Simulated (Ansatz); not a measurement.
Cartesian coordinates in Å:
```
N -0.518 0.308 0.049
Ge 0.617 -0.942 0.718
H -1.383 0.541 0.509
H -0.375 0.839 -0.795
H 1.659 -0.745 -0.482
```

The species carries charge 0 and has multiplicity 1.

(1) List the CAM-B3LYP/def2-TZVPP orbital energies in eV (Ansatz 0.2.0). (Estimate.)

Answers

(1) Computed: Occupied: -10851.66, -1355.87, -1206.88, -1206.81, -1206.77, -391.39, -170.65, -121.09, -120.89, -120.77, -34.63, -34.55, -34.45, -34.40, -34.29, -25.18, -16.09, -15.35, -11.19, -9.47, -7.86. Lowest empty: -0.58, 1.32, 3.00, 3.60, 3.63, 6.22, 6.59, 7.31.
